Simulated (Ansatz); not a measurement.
Reaction (formal hydrolysis of the Si–C bond): `C=C[SiH2]CN` + H₂O → `C=C[SiH2]O` + CH₃NH₂

Program: Ansatz. Geometries: PBE0-D4/def2-TZVP. ΔE: electronic, gas phase. CCSD(T)/CBS is the MP2 limit (def2-TZVPP, def2-QZVPP) plus CCSD(T) − MP2 in def2-TZVPP, frozen cores. This one scheme is used for every species. DFT in def2-TZVPP. One conformer a species, not always the lowest.

`C=C[SiH2]CN`:

Z-matrix (Å, degrees):
```
Si
C 1 1.862
C 1 1.891 2 110.8
H 1 1.492 2 108.0 3 -123.2
H 1 1.493 2 109.4 3 118.2
C 2 1.331 1 123.2 3 117.6
H 2 1.090 1 119.2 3 -62.1
N 3 1.467 1 114.7 2 59.8
H 3 1.095 1 109.7 2 -62.6
H 3 1.095 1 109.6 2 -177.7
H 6 1.087 2 121.6 1 0.9
H 6 1.087 2 122.3 1 -179.4
H 8 1.013 3 110.6 1 -61.8
H 8 1.013 3 110.6 1 56.3
```

H₂O:

Z-matrix (Å, degrees):
```
O
H 1 0.960
H 1 0.960 2 105.1
```

`C=C[SiH2]O`:

Cartesian coordinates in Å:
```
C -1.504 -0.543 -0.366
C -0.776 0.006 0.602
Si 1.056 0.276 0.456
O 1.597 -0.084 -1.060
H -1.051 -0.874 -1.297
H -2.576 -0.693 -0.274
H -1.281 0.314 1.517
H 1.360 1.692 0.811
H 1.801 -0.621 1.373
H 1.374 0.527 -1.763
```

CH₃NH₂:

Cartesian coordinates in Å:
```
C -0.318 -0.086 0.463
N 0.224 0.272 -0.837
H 0.381 -0.598 1.140
H -1.186 -0.735 0.327
H -0.671 0.816 0.968
H 0.547 -0.552 -1.327
H 1.024 0.883 -0.734
```

(1) Is it downhill or uphill in electronic energy at CCSD(T)/CBS, and by how much? (Best estimate.)

(2) What do these levels give: PBE-D4, r2SCANh-D4, B2PLYP, CCSD(T)/def2-TZVPP, HF/def2-QZVPP, HF/CBS(def2)? (Best estimate.)

Largest T1 diagnostic among the species: 0.011.

Results:

(1) The calculation gave: Downhill: ΔE = -1.08 eV.

(2) Computed: PBE-D4 -0.97, r2SCANh-D4 -1.12, B2PLYP -1.18, CCSD(T)/def2-TZVPP -1.10, HF/def2-QZVPP -1.37, HF/CBS(def2) -1.37 eV.

From BLYP to BHLYP (50 % exact exchange), in def2-TZVPP and without D4, ΔE moves by −0.10 eV. In def2-TZVPP, CCSD(T) changes the Hartree–Fock value by +0.27 eV (the triples alone add +0.04 eV) and MP2 by +0.26 eV.
